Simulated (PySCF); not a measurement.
C2H11NSi2, SMILES N([SiH2]C)[SiH2]C.

Geometry: PBE-D3(BJ)/def2-SVP. Other conformers were not sampled.

Method: PBE-D3(BJ)/def2-SVP (PySCF).

Frequencies are harmonic and unscaled.

```
mode  ν (cm⁻¹)  IR (km/mol)  moving atoms (share of kinetic energy)
----  --------  -----------  --------------------------------------
1           22          0.4                 H 45 %, C 29 %, Si 26 %
2           29          0.0                  C 54 %, H 28 %, N 18 %
3          147          0.2                                  H 84 %
4          167          0.0                                  H 94 %
5          192          1.2                 Si 38 %, H 31 %, C 28 %
6          201          1.5          H 52 %, Si 23 %, N 17 %, C 8 %
7          241          2.9                 H 48 %, N 26 %, Si 18 %
8          350         73.2                          H 64 %, N 32 %
9          455          1.8                         H 89 %, Si 11 %
10         477          7.7                         H 81 %, Si 18 %
11         579          5.2         H 42 %, Si 24 %, N 20 %, C 14 %
12         653          1.1                 C 42 %, H 41 %, Si 14 %
13         662          0.0                                  H 88 %
14         681          2.1                 H 47 %, C 28 %, Si 23 %
15         723          8.3                 H 61 %, C 21 %, Si 18 %
16         731         90.4                 H 55 %, C 23 %, Si 18 %
17         806         76.8                 H 55 %, N 27 %, Si 14 %
18         859          1.2                          H 81 %, C 15 %
19         868         23.9                          H 82 %, C 14 %
20         875        549.5                         H 77 %, Si 16 %
21         891          2.6                                  H 92 %
22         900        188.7                                  H 94 %
23         922         77.0                 N 44 %, H 41 %, Si 14 %
24         926         78.7                         H 75 %, Si 17 %
25        1148        167.1                          H 68 %, N 29 %
26        1212         17.6                          H 78 %, C 21 %
27        1214         35.9                          H 78 %, C 21 %
28        1379          0.1                                  H 96 %
29        1381          3.3                                  H 96 %
30        1382          6.8                                  H 96 %
31        1384          1.3                                  H 96 %
32        2138        142.9                                  H 97 %
33        2142        170.8                                  H 97 %
34        2158          4.1                                  H 97 %
35        2167        197.3                                  H 97 %
36        2969          1.9                                  H 97 %
37        2969          5.3                                  H 97 %
38        3069          8.2                           H 91 %, C 9 %
39        3069          4.7                           H 91 %, C 9 %
40        3072          4.0                           H 91 %, C 9 %
41        3072          6.3                           H 91 %, C 9 %
42        3500         25.1                                  H 93 %
```
